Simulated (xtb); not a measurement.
Ge(H)(SiH3) (GeH4Si), SMILES [SiH3][GeH] (connectivity only; charge and spin as stated), neutral, multiplicity 1. All values are semi-empirical tight-binding results from xtb (GFN2-xTB unless named), good for trends rather than for accurate numbers. Coordinates come from a GFN2-xTB optimisation.

For metal compounds this method's bond lengths and energies can be far off.

Task: Estimate the properties. (The exact figures need the calculation; the answer reports its results.)

Result: 
| Property | Result |
|---|---|
| orbital gap | 1.69 eV |
| zero-point energy | 17.3 kcal/mol |
| G − E(el) at 298.15 K (modified RRHO) | -0.4 kcal/mol |
